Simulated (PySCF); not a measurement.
How methods differ on the ionisation energy of C⁺

C⁺ [He] 2s2 2p1 (2P) → C²⁺ [He] 2s2 (1S), as a difference of total energies. Computed with PySCF 2.14 in aug-cc-pVTZ-DK, with the spin-free X2C one-electron Hamiltonian (Gaussian nucleus). Correlated levels: valence: 1s2 frozen. The calculations carry no spin-orbit coupling.

```json
{"method": "UHF", "ionisation energy (eV)": "24.146", "plus first-order spin-orbit estimate": "24.151", "error of that sum (eV)": "-0.232"}
{"method": "LDA", "ionisation energy (eV)": "24.747", "plus first-order spin-orbit estimate": "24.752", "error of that sum (eV)": "+0.369"}
{"method": "PBE", "ionisation energy (eV)": "24.828", "plus first-order spin-orbit estimate": "24.833", "error of that sum (eV)": "+0.450"}
{"method": "PBE0", "ionisation energy (eV)": "24.811", "plus first-order spin-orbit estimate": "24.816", "error of that sum (eV)": "+0.433"}
{"method": "r2SCAN", "ionisation energy (eV)": "24.980", "plus first-order spin-orbit estimate": "24.985", "error of that sum (eV)": "+0.602"}
{"method": "LC-wPBE", "ionisation energy (eV)": "24.974", "plus first-order spin-orbit estimate": "24.979", "error of that sum (eV)": "+0.596"}
{"method": "MN15", "ionisation energy (eV)": "24.409", "plus first-order spin-orbit estimate": "24.414", "error of that sum (eV)": "+0.031"}
{"method": "B97-3", "ionisation energy (eV)": "24.786", "plus first-order spin-orbit estimate": "24.792", "error of that sum (eV)": "+0.409"}
{"method": "BLYP", "ionisation energy (eV)": "24.894", "plus first-order spin-orbit estimate": "24.900", "error of that sum (eV)": "+0.517"}
{"method": "MP2 (valence)", "ionisation energy (eV)": "24.360", "plus first-order spin-orbit estimate": "24.365", "error of that sum (eV)": "-0.018"}
{"method": "SCS-MP2 (valence)", "ionisation energy (eV)": "24.321", "plus first-order spin-orbit estimate": "24.326", "error of that sum (eV)": "-0.057"}
```

Reference: 24.383 eV (measured; NIST Atomic Spectra Database, ionization energies).

A first-order spin-orbit estimate (lowest level to lowest level, LS coupling) adds 0.005 eV.

Errors of the correlated levels include the incompleteness of this basis and the frozen core.
